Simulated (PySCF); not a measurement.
Computed with PySCF 2.14.0 with PBE0-D3(BJ)/def2-TZVP. All species are isolated molecules in the gas phase. One relaxed conformer stands for a flexible species; it need not be the lowest. 

Reference species (SMILES): `O[C@@H](C)N` (neutral, multiplicity 1).

| Item | Result |
|---|---|
| HOMO–LUMO gap | 8.26 eV |
| HOMO | -7.25 eV |

Changed species: `OCNC` (C–N–C–O torsion 57°, N–C–O–H torsion 71°).

**Question.** Give the shifts of the HOMO–LUMO gap and HOMO.

**Answer.** the HOMO–LUMO gap drops by 0.67 eV, to 7.59 eV; the HOMO rises by 0.51 eV, to -6.74 eV.
